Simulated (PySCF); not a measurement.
C7H5 (doublet state).
Atom-mapped SMILES: `[c:1]1[cH:2][cH:3][cH:4][c:5]2[c:6]1[CH2:7]2` (hydrogens: H8 on C2; H9 on C3; H10 on C4; H11, H12 on C7)

Theory: PySCF, PBE0-D3(BJ)/def2-SVP geometry optimisation, gas phase.

(1) List the bond lengths and angles at this level.

Answers

(1) 
| bond | length (pm) | order |
| --- | --- | --- |
| C1–C2 | 139.5 | aromatic |
| C2–C3 | 140.4 | aromatic |
| C3–C4 | 141.1 | aromatic |
| C4–C5 | 137.5 | aromatic |
| C5–C6 | 137.0 | aromatic |
| C6–C7 | 148.9 | single |
| C1–C6 | 135.3 | aromatic |
| C5–C7 | 148.6 | single |
| C2–H8 | 109.3 | single |
| C3–H9 | 109.4 | single |
| C4–H10 | 109.3 | single |
| C7–H11, C7–H12 | 110.0 | single |

Bonds in one row agree within 1 pm and their mean is given. Orders are formal, as drawn. A selection of angles:
| angle | degrees |
| --- | --- |
| C2–C1–C6 | 119.1 |
| C1–C2–C3 | 119.5 |
| C1–C2–H8 | 121.1 |
| C3–C2–H8 | 119.4 |
| C2–C3–C4 | 121.9 |
| C2–C3–H9 | 118.8 |
| C4–C3–H9 | 119.3 |
| C3–C4–C5 | 114.4 |
| C3–C4–H10 | 121.2 |
| C5–C4–H10 | 124.5 |
| C4–C5–C6 | 124.8 |
| C4–C5–C7 | 172.5 |
| C6–C5–C7 | 62.7 |
| C5–C6–C7 | 62.4 |
| C1–C6–C5 | 120.3 |
| C1–C6–C7 | 177.3 |
| C6–C7–H11 | 119.0 |
| C5–C7–C6 | 54.8 |
| C5–C7–H11 | 119.4 |
| H11–C7–H12 | 113.2 |

C3 (carbon bonded to 2 C and H) is planar (angles 121.9°, 119.3° and 118.8°, sum 360.0°, 0.00 Å off the plane of its three neighbours). C5 (carbon bonded to 3 C) has angles 172.5°, 124.8° and 62.7°. C1 (carbon bonded to 2 C) is bent (angle 119.1°). C2 (carbon bonded to 2 C and H) is planar (angles 121.1°, 119.5° and 119.4°, sum 360.0°, 0.00 Å off the plane of its three neighbours). The 6-membered ring C1–C2–C3–C4–C5–C6 has internal angles of 114.4° to 124.8°; it is planar, 0.00 Å rms from its mean plane, widest ring torsion 0°. C6 (carbon bonded to 3 C) has angles 177.3°, 120.3° and 62.4°. The 8 C–C bonds span 1.353 Å (C1–C6, aromatic) to 1.489 Å (C6–C7, drawn single), a spread of 0.136 Å.

Point group: Cs (tolerance 0.08 Å). No frequency check. ⟨S²⟩ = 0.761 (exact for a doublet: 0.75).
